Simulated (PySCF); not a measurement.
Level of theory: TPSSh-D3(BJ)/def2-TZVP // CAM-B3LYP-D3(BJ)/def2-SVP (PySCF 2.14.0). Isolated molecules, 0 K electronic values unless said otherwise. Excitations are Tamm–Dancoff values on a coarser integration grid. The basis has no diffuse functions, so Rydberg states are missing or too high.

Reference species (SMILES): `[GaH2-]1[SeH+][GaH2-][SeH+]1` (neutral, multiplicity 1).

```yaml
LUMO: -0.94 eV
S1–T1 gap (TDA): 0.39 eV
```

Changed species: `[InH2-]1[SbH2+][InH2-][SbH2+]1`.

### Question
Give the shifts of the LUMO and S1–T1 gap (TDA).

### Answer
the LUMO drops by 0.69 eV, to -1.63 eV; the S1–T1 gap (TDA) drops by 0.11 eV, to 0.28 eV.
